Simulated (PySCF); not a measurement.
C₃H₃BrClF. Atoms are numbered in the order given.

```xyz
9

C     -2.2300     0.3652     0.0000
C     -0.7702     0.0340     0.0000
Br     0.4217     1.5100     0.0000
C     -0.2962    -1.2203     0.0000
F     -1.1317    -2.2606     0.0000
Cl     1.3542    -1.7029     0.0000
H     -2.8336    -0.5524     0.0000
H     -2.4919     0.9625    -0.8882
H     -2.4919     0.9625     0.8882
```

Geometry optimised at B3LYP-D3(BJ)/def2-SVP. The structure was generated by enumeration; whether it is a known compound was not checked.

Level of theory: PBE0/def2-TZVP in PySCF.

Symmetry labels are those of the subgroup Cs that the program uses (full group Cs).

Computed valence orbital energies around the gap with their symmetry:
```json
[
 {"orbital": "HOMO−7", "symmetry": "A'", "energy (eV)": "-12.19"},
 {"orbital": "HOMO−6", "symmetry": "A'", "energy (eV)": "-11.67"},
 {"orbital": "HOMO−5", "symmetry": "A'", "energy (eV)": "-11.01"},
 {"orbital": "HOMO−4", "symmetry": "A\"", "energy (eV)": "-10.52"},
 {"orbital": "HOMO−3", "symmetry": "A'", "energy (eV)": "-9.79"},
 {"orbital": "HOMO−2", "symmetry": "A\"", "energy (eV)": "-9.23"},
 {"orbital": "HOMO−1", "symmetry": "A'", "energy (eV)": "-8.45"},
 {"orbital": "HOMO", "symmetry": "A\"", "energy (eV)": "-7.11"},
 {"orbital": "LUMO", "symmetry": "A'", "energy (eV)": "-0.38"},
 {"orbital": "LUMO+1", "symmetry": "A\"", "energy (eV)": "-0.26"},
 {"orbital": "LUMO+2", "symmetry": "A'", "energy (eV)": "0.94"},
 {"orbital": "LUMO+3", "symmetry": "A'", "energy (eV)": "1.37"}
]
```
